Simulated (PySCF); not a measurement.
**Input and output**

[Eu(NH3)2]3+ (singlet in the valence; each metal's 4f electrons, 6 of them, lie in its core potential, out of spins and levels). PySCF 2.14.0, RKS TPSS, Eu lcecp-1-TZVP with ECP52, N def2-TZVP, H def2-TZVP; non-relativistic Hamiltonian with scalar-relativistic core potentials where named; density fitting; no spin-orbit coupling. Purpose: basis and core treatment f-in-core-III/TZVP.

```python
mol = gto.M(atom='''
Eu    -1.02827    -0.52144     0.00038
N      0.17367     0.08417     2.01348
H      1.07320     0.60453     1.88527
H     -0.35636     0.69584     2.67928
H      0.45595    -0.72193     2.62101
N      0.17378     0.08219    -2.01432
H      1.13246    -0.32618    -2.11985
H     -0.29855    -0.20415    -2.90493
H      0.34016     1.10589    -2.16032''',
    basis={'Eu': 'lcecp-1-TZVP', 'N': 'def2-TZVP', 'H': 'def2-TZVP'},
    ecp={'Eu': 'lcecp-1-TZVP'},
    charge=3, spin=0)
mf = dft.RKS(mol, xc='TPSS')
mf.grids.atom_grid = (75, 302)  # f atoms: unpruned, at least (60, 302)
mf = mf.density_fit()  # fitting sets: Eu AutoAux, N def2-universal-JKFIT, H def2-universal-JKFIT
mf.conv_tol = 1e-08; mf.max_cycle = 55
mf.kernel(dm0)  # dm0: free metal ions and neutral atoms
mf.nuc_grad_method().kernel()
```

Run from Python with OMP_NUM_THREADS=2; the lines above give its settings. Where DIIS fails, smearing, a level shift and second-order steps follow.
It took 23 s on 2 threads of Arm Neoverse V1, on a shared host.

(1) Where do the frontier levels lie, over both spins?

(2) What does the SCF print?

(3) What are the Mulliken charges and spins?

(4) What forces act on the atoms (eV/Å)?

The geometry was relaxed with TPSS (Eu lcecp-1-SVP with ECP52, N def2-SVP, H def2-SVP).

An lcecp potential fixes the number of 4f electrons, so in runs with it no electron can move into or out of that shell.

Answers

(1) HOMO -24.18 eV, LUMO -18.70 eV. The 4f levels lie in the core potential and are missing.

(2) 
```
init E= -140.176311823918
cycle= 1 E= -145.360196552506  delta_E= -5.18  |g|= 3.39  |ddm|= 2.21
cycle= 2 E= -127.116680259228  delta_E= 18.2  |g|= 6.35  |ddm|= 6.44
cycle= 3 E= -146.809980200461  delta_E= -19.7  |g|= 1.37  |ddm|= 6.53
cycle= 4 E= -147.323354889279  delta_E= -0.513  |g|= 0.318  |ddm|= 2.06
...
cycle= 10 E= -147.352095240563  delta_E= -5.23e-08  |g|= 7.78e-05  |ddm|= 0.000382
cycle= 11 E= -147.352095241917  delta_E= -1.35e-09  |g|= 1.39e-05  |ddm|= 5.84e-05
Extra cycle  E= -147.352095241904  delta_E= 1.24e-11  |g|= 1.62e-05  |ddm|= 2.06e-05
converged SCF energy = -147.352095241904
```

(3) 
```
atom  charge (e)  spin (e)
 Eu1       2.263     0.000
  N2      -0.752     0.000
  H3       0.370     0.000
  H4       0.375     0.000
  H5       0.375     0.000
  N6      -0.753     0.000
  H7       0.373     0.000
  H8       0.375     0.000
  H9       0.374     0.000
```
The spin of the 4f electrons in the core isn't counted.

(4) 
```
Eu   0.09  0.05  0.00
N    0.21  0.10  0.33
H   -0.27 -0.15 -0.01
H    0.11 -0.16 -0.21
H   -0.10  0.19 -0.20
N    0.20  0.10 -0.33
H   -0.27  0.09  0.07
H    0.09  0.06  0.27
H   -0.07 -0.27  0.08
```
Forces carry noise of the integration grid, about 0.01 to 0.03 eV/Å.
